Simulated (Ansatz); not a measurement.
Isolated molecules relaxed with PBE0-D4/def2-TZVP in Ansatz; ΔE leaves out vibrations. CCSD(T)/CBS is the MP2 limit (def2-TZVPP, def2-QZVPP) plus CCSD(T) − MP2 in def2-TZVPP, frozen cores. DFT in def2-TZVPP. One conformer a species, not always the lowest.

Consider the redistribution: `O[Si]([SiH3])([SiH3])Cl` + `[CH3][AlH][OH]` → `[OH][AlH][SiH3]` + `C[Si](O)([SiH3])Cl`.

| level | ΔE (kJ/mol) |
| --- | --- |
| revPBE-D4 | -10.4 |
| ωB97M-V | -11.9 |
| PBE-QIDH | -15.4 |
| PBE | -11.4 |
| r2SCANh | -12.5 |
| BHLYP | -15.6 |
| LC-ωPBE | -15.2 |
| HF/def2-SVP | -21.5 |

Task: What does CCSD(T)/CBS give? (Best estimate.)

Result: Ansatz gave: -13.6 kJ/mol. The listed levels differ from it by 3.2, 1.7, -1.8, 2.2, 1.1, -2.0, -1.6, -7.9 kJ/mol.

Largest T1 diagnostic among the species: 0.014.

From BLYP to BHLYP (50 % exact exchange), in def2-TZVPP and without D4, ΔE moves by −6.1 kJ/mol. Leaving LDA and LC-ωPBE aside and taking each functional with its dispersion term where it has one, the values, not all of them listed here, spread over 8.0 kJ/mol, from PBE-QIDH to BLYP-D4. At CCSD(T), def2-SVP lies −3.9 kJ/mol from the extrapolated value and def2-TZVPP −2.4 kJ/mol.
